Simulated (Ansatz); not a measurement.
Ge₃F₅, relaxed as a doublet with UKS r2SCAN-D4/def2-SVP in Ansatz, starting from the GFN1-xTB geometry. Force threshold 0.03 eV/Å.

The structure comes from a short search, and lower isomers may exist.

Start:

```xyz
8

Ge    0.339    1.783   -0.034
Ge    1.211   -1.498    0.132
Ge   -0.927   -0.318    0.041
F     0.166    2.024   -1.789
F     1.840    0.378   -0.379
F     1.407   -1.040    1.856
F    -1.987   -0.581    1.422
F    -2.049   -0.748   -1.249
```

```tsv
step	energy (eV)	largest force component (eV/Å)	SCF passes
1	-183105.8814	1.875	22
2	-183106.1168	0.834	28
3	-183106.1609	0.866	29
4	-183106.1817	0.764	22
5	-183106.2157	0.203	23
6	-183106.2180	0.181	22
7	-183106.2218	0.019	22
```

Force components are those of the run's own axes.

End:

```xyz
8

Ge    0.4928    1.7846   -0.0404
Ge    1.3752   -1.4844    0.1610
Ge   -1.0381   -0.4026    0.0497
F     0.2184    2.0287   -1.7564
F     1.8141    0.3431   -0.4267
F     1.3558   -0.8862    1.8282
F    -2.0501   -0.7085    1.4326
F    -2.1680   -0.6748   -1.2480
```

By distances, no bond broke or formed. The bond that changes most is Ge1–Ge3, from 2.45 to 2.67 Å (atoms count from 1).

No frequencies were taken in this run, so the end may be a saddle point.

Run time 50 s (4 threads of Arm Neoverse V1 on a shared host).
